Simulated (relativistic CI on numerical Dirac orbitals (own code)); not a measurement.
# The 5d ions of charge 2+

Method of calculation: Dirac-Coulomb-Breit CI, orbitals from a KLI potential per configuration, model QED, unscaled Slater integrals (own radial code, finite nucleus).

Each species is treated in one configuration, given outside its closed core, with all valence electrons in the open shell. Radial values are for the open shell of highest l, unscaled and averaged over j; ζ includes the Breit term. Labels give the leading LS character, summed over repeated terms.

| Ion | Configuration | Its lowest level | LS weight (%) | g_J | g√(J(J+1)) | F² (cm⁻¹) | F⁴ (cm⁻¹) | ζ (cm⁻¹) |
| --- | --- | --- | --- | --- | --- | --- | --- | --- |
| Lu2+ | 5d | 2D_3/2 | 100 | 0.799 | 1.55 |  |  | 836.3 |
| Hf2+ | 5d2 | 3F_2 | 97 | 0.676 | 1.66 | 48300 | 31480 | 1212 |
| Ta2+ | 5d3 | 4F_3/2 | 96 | 0.415 | 0.80 | 51530 | 33690 | 1621 |
| W2+ | 5d4 | 5D_0 | 89 |  | 0.00 | 54680 | 35850 | 2064 |
| Re2+ | 5d5 | 6S_5/2 | 95 | 1.982 | 5.86 | 57730 | 37930 | 2543 |
| Os2+ | 5d6 | 5D_4 | 91 | 1.477 | 6.60 | 60680 | 39950 | 3059 |
| Ir2+ | 5d7 | 4F_9/2 | 90 | 1.309 | 6.51 | 63540 | 41910 | 3615 |
| Pt2+ | 5d8 | 3F_4 | 97 | 1.243 | 5.56 | 66320 | 43810 | 4213 |
| Au2+ | 5d9 | 2D_5/2 | 100 | 1.200 | 3.55 |  |  | 4854 |

NIST ASD lists another ground level for Lu2+ (2S1/2).

At low charge ζ of a weakly bound d or f electron comes out too small.
